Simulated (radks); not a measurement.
Results of a calculation; reference values are marked as such.
Question: Sb, configuration [Kr] 4d9 5s1 5p5 (not the ground configuration). Level of theory: Dirac Kohn-Sham, PBEsol, spin-unpolarised, spherical densities, point nucleus; open shells fill j = l - 1/2 first (a radial shooting solver on a logarithmic mesh with Libxc functionals). Some entries of the table are withheld. Estimate them.

| orbital | occ. | eigenvalue (eV) | <1/r> (bohr^-1) | <r> (bohr) |
|---|---|---|---|---|
| 1s1/2 | 2 | -30278.84 | 54.31 | 0.02843 |
| 2s1/2 | 2 | -4614.802 | 12.62 | 0.1223 |
| 2p1/2 | 2 | -4318.457 | 12.60 | 0.1033 |
| 2p3/2 | 4 | -4066.853 | 11.70 | 0.1088 |
| 3s1/2 | 2 | -912.1310 | (1) | (2) |
| 3p1/2 | 2 | (3) | 4.384 | 0.3209 |
| 3p3/2 | 4 | (4) | 4.162 | 0.3323 |
| 3d3/2 | 4 | -530.6386 | 4.013 | 0.3033 |
| 3d5/2 | 6 | -520.9804 | 3.955 | 0.3069 |
| 4s1/2 | 2 | (5) | 1.780 | 0.7871 |
| 4p1/2 | 2 | -115.6454 | 1.669 | 0.8265 |
| 4p3/2 | 4 | -106.8852 | 1.597 | 0.8548 |
| 4d3/2 | 4 | -41.3434 | 1.335 | 0.9970 |
| 4d5/2 | 5 | -40.0332 | 1.317 | 1.009 |
| 5s1/2 | 1 | -15.4007 | 0.6184 | 2.111 |
| 5p1/2 | 2 | -6.9445 | 0.5019 | 2.581 |
| 5p3/2 | 3 | -6.1611 | 0.4777 | 2.700 |

Answer: 
(1) 3s1/2 <1/r> (bohr^-1): 4.474
(2) 3s1/2 <r> (bohr): 0.3304
(3) 3p1/2 eigenvalue (eV): -791.0272
(4) 3p3/2 eigenvalue (eV): -744.5857
(5) 4s1/2 eigenvalue (eV): -156.8303
